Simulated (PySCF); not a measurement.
A run for PySCF: R-M06-2X/def2-TZVPP on FH3SiSn (SMILES [F][Sn][SiH3]), a point of a torsion scan. Elements past Kr take the def2 small-core potentials; no spin–orbit coupling.

```python
from pyscf import gto, dft

mol = gto.M(
    atom='''
    F     2.65507464    0.73321788   -0.17842347
    Sn    1.76837480   -1.07619836    0.24640880
    Si   -0.65530660   -0.08023468    0.02024135
    H    -0.75411196    1.35248949   -0.31401916
    H    -1.50404993   -0.20309541    1.23354581
    H    -1.51010707   -0.72675264   -1.00874206
    ''',
    basis='def2-tzvpp',
    ecp={'Sn': 'def2-tzvpp'},
    charge=0, spin=0, verbose=4, max_memory=1800)
mf = dft.RKS(mol, xc='m062x').density_fit(auxbasis='def2-universal-jkfit')
mf.grids.level = 4
mf.conv_tol = 1e-9
mf.max_cycle = 150
mf.kernel()
mf.dip_moment()
```

It printed:

```
PySCF version 2.14.0

[INPUT] verbose = 4
[INPUT] num. atoms = 6
[INPUT] num. electrons = 48
[INPUT] charge = 0
[INPUT] spin (= nelec alpha-beta = 2S) = 0
[INPUT] symmetry False subgroup None
[INPUT] Mole.unit = angstrom
[INPUT] Symbol           X                Y                Z      unit          X                Y                Z       unit  Magmom
[INPUT]  1 F      2.655074640000   0.733217880000  -0.178423470000 AA    5.017363909878   1.385580982834  -0.337171492495 Bohr   0.0
[INPUT]  2 Sn     1.768374800000  -1.076198360000   0.246408800000 AA    3.341744057583  -2.033720156106   0.465645146683 Bohr   0.0
[INPUT]  3 Si    -0.655306600000  -0.080234680000   0.020241350000 AA   -1.238350001620  -0.151621570892   0.038250607891 Bohr   0.0
[INPUT]  4 H     -0.754111960000   1.352489490000  -0.314019160000 AA   -1.425065071659   2.555834722453  -0.593410210266 Bohr   0.0
[INPUT]  5 H     -1.504049930000  -0.203095410000   1.233545810000 AA   -2.842242445371  -0.383794702056   2.331063743005 Bohr   0.0
[INPUT]  6 H     -1.510107070000  -0.726752640000  -1.008742060000 AA   -2.853688781069  -1.373363449905  -1.906246223730 Bohr   0.0

nuclear repulsion = 161.437204621004
number of shells = 59
number of NR pGTOs = 248
number of NR cGTOs = 165
basis = def2-tzvpp
ecp = {'Sn': 'def2-tzvpp'}


******** <class 'pyscf.df.df_jk.DFRKS'> ********
method = DFRKS
initial guess = minao
damping factor = 0
level_shift factor = 0
DIIS = <class 'pyscf.scf.diis.CDIIS'>
diis_start_cycle = 1
diis_space = 8
diis_damp = 0
SCF conv_tol = 1e-09
SCF conv_tol_grad = None
SCF max_cycles = 150
direct_scf = False
XC library pyscf.dft.libxc version 7.1.2
    S. Lehtola, C. Steigemann, M. J. T. Oliveira, and M. A. L. Marques,  SoftwareX 7, 1–5 (2018)
XC functionals = m062x
    Y. Zhao and D. G. Truhlar,  Theor. Chem. Acc. 120, 215 (2008)
    Y. Zhao and D. G. Truhlar,  Theor. Chem. Acc. 120, 215 (2008)
radial grids:
    Treutler-Ahlrichs [JCP 102, 346 (1995); DOI:10.1063/1.469408] (M4) radial grids

becke partition: Becke, JCP 88, 2547 (1988); DOI:10.1063/1.454033
pruning grids: <function nwchem_prune>
grids dens level: 4
symmetrized grids: False
atomic radii adjust function: <function treutler_atomic_radii_adjust>
small_rho_cutoff = 0
Set gradient conv threshold to 3.16228e-05
Initial guess from minao.
tot grids = 137008
******** <class 'pyscf.df.df.DF'> ********
auxbasis = def2-universal-jkfit
init E= -568.206809989316
  HOMO = -0.581811526789489  LUMO = -0.550545903217622  gap/eV = 0.85078
cycle= 1 E= -603.449073159519  delta_E= -35.2  |g|= 2.72  |ddm|= 30.7
  HOMO = -0.103807874674078  LUMO = -0.0590267515810852  gap/eV = 1.21856
cycle= 2 E= -585.245172640632  delta_E= 18.2  |g|= 6.65  |ddm|= 19.2
  HOMO = -0.177991472676524  LUMO = -0.0723110387576031  gap/eV = 2.87571
cycle= 3 E= -604.780701291155  delta_E= -19.5  |g|= 1.91  |ddm|= 17.8
  HOMO = -0.24893023122732  LUMO = -0.0962966984361913  gap/eV = 4.15337
cycle= 4 E= -605.35887805435  delta_E= -0.578  |g|= 0.413  |ddm|= 1.39
  HOMO = -0.278554823301519  LUMO = -0.0877255111726613  gap/eV = 5.19273
cycle= 5 E= -605.374608486139  delta_E= -0.0157  |g|= 0.163  |ddm|= 0.261
  HOMO = -0.28214985445959  LUMO = -0.0951989564203188  gap/eV = 5.08719
cycle= 6 E= -605.381305699625  delta_E= -0.0067  |g|= 0.0385  |ddm|= 0.184
  HOMO = -0.285592890934424  LUMO = -0.0965319983148731  gap/eV = 5.14461
cycle= 7 E= -605.38165591038  delta_E= -0.00035  |g|= 0.0166  |ddm|= 0.0543
  HOMO = -0.284625863366472  LUMO = -0.0954105059543195  gap/eV = 5.14881
cycle= 8 E= -605.381706533053  delta_E= -5.06e-05  |g|= 0.00308  |ddm|= 0.0154
  HOMO = -0.28457349464486  LUMO = -0.0951507995759329  gap/eV = 5.15445
cycle= 9 E= -605.38171000635  delta_E= -3.47e-06  |g|= 0.000869  |ddm|= 0.00507
  HOMO = -0.284495253263486  LUMO = -0.0950488809478571  gap/eV = 5.15510
cycle= 10 E= -605.381710439714  delta_E= -4.33e-07  |g|= 0.000255  |ddm|= 0.00198
  HOMO = -0.284521284167823  LUMO = -0.0950933657577622  gap/eV = 5.15460
cycle= 11 E= -605.381710480997  delta_E= -4.13e-08  |g|= 8.55e-05  |ddm|= 0.000608
  HOMO = -0.284521833468418  LUMO = -0.0950953452179704  gap/eV = 5.15456
cycle= 12 E= -605.381710485947  delta_E= -4.95e-09  |g|= 3.65e-05  |ddm|= 0.000226
  HOMO = -0.28451869427829  LUMO = -0.0950921887258289  gap/eV = 5.15456
cycle= 13 E= -605.38171048644  delta_E= -4.93e-10  |g|= 1.34e-05  |ddm|= 6.22e-05
  HOMO = -0.284519159794499  LUMO = -0.0950934514402491  gap/eV = 5.15454
Extra cycle  E= -605.381710486499  delta_E= -5.87e-11  |g|= 1.05e-05  |ddm|= 2.56e-05
converged SCF energy = -605.381710486499
Dipole moment(X, Y, Z, Debye): -0.58486, -3.28608,  0.76866
```

Self-consistency was reached.

Cost: very roughly 29 core-seconds.
